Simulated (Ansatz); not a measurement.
Energy difference R1 → P1 + P2, each structure at its B3LYP-D3(BJ)/def2-TZVP stationary point, reached from a drawn start (curvature not checked).
R1, CoF2 (SMILES [F][Co][F]) (charge 0, multiplicity 4):
```csv
atom,x (Å),y (Å),z (Å)
Co,0.0000,0.0000,-0.0001
F,1.7418,-0.0036,0.0080
F,-1.7418,0.0036,-0.0079
```
P1, CoF (SMILES [F][Co]) (charge 0, multiplicity 3):
```tsv
atom	x (Å)	y (Å)	z (Å)
Co	-0.0092	-0.0186	-0.8771
F	0.0092	0.0186	0.8771
```
P2: F atom, charge 0, multiplicity 2.

| level | reaction energy (kJ/mol) | cost |
|---|---|---|
| HF/def2-TZVPP | 378.2 | - |
| HF/def2-QZVPP | 381.4 | - |
| PBE/def2-TZVPP | 529.5 | ×1 |
| BLYP/def2-TZVPP | 510.9 | ×1 |
| revPBE/def2-TZVPP | 504.3 | ×1 |
| r2SCAN/def2-TZVPP | 520.8 | ×3 |
| B97M-V/def2-TZVPP | 521.1 | ×2 |
| B3LYP/def2-TZVPP | 508.2 | ×0.6 |
| PBE0/def2-TZVPP | 517.8 | ×0.7 |
| CAM-B3LYP/def2-TZVPP | 523.7 | ×0.8 |
| wB97X-V/def2-TZVPP | 522.0 | ×2 |
| wB97M-V/def2-TZVPP | 514.7 | ×5 |
| MP2/def2-TZVPP | 579.5 | - |
| SCS-MP2/def2-SVP | 521.9 | - |
| SCS-MP2/def2-TZVPP | 555.5 | - |
| SCS-MP2/def2-QZVPP | 571.1 | - |
| CCSD/def2-TZVPP | 518.6 | - |
| CCSD/def2-QZVPP | 531.2 | - |
| CCSD(T)/def2-TZVPP | 529.5 | ×1 |
| CCSD(T)/def2-QZVPP | 543.4 | ×5 |

P less R. No zero-point or thermal terms; open shells are unrestricted; no spin–orbit coupling. The spin states of the d-block species are the ones drawn and need not be the lowest.

Frozen-core correlation throughout.

Doubts at one or more of the structures used: a spin-contaminated determinant (HF/def2-TZVPP, HF/def2-QZVPP, r2SCAN/def2-TZVPP, B97M-V/def2-TZVPP, B3LYP/def2-TZVPP, PBE0/def2-TZVPP, CAM-B3LYP/def2-TZVPP, wB97X-V/def2-TZVPP, wB97M-V/def2-TZVPP, MP2/def2-TZVPP, SCS-MP2/def2-SVP, SCS-MP2/def2-TZVPP, SCS-MP2/def2-QZVPP, CCSD/def2-TZVPP, CCSD/def2-QZVPP, CCSD(T)/def2-TZVPP, CCSD(T)/def2-QZVPP); T1 above 0.05 (CCSD/def2-TZVPP, CCSD/def2-QZVPP, CCSD(T)/def2-TZVPP, CCSD(T)/def2-QZVPP); a doubt about the state reached (CCSD/def2-TZVPP, CCSD/def2-QZVPP, CCSD(T)/def2-TZVPP, CCSD(T)/def2-QZVPP).

Codes used: Ansatz (Gaussian basis) for Hartree–Fock, density functionals and correlated methods. Each number belongs to the level named beside it.

Costs are rough ratios of core time to PBE/def2-TZVPP (about 80 s over the structures, on one shared machine); a dash marks a level with no comparable run of its own.

Ansatz is a quantum-chemistry and plane-wave program.
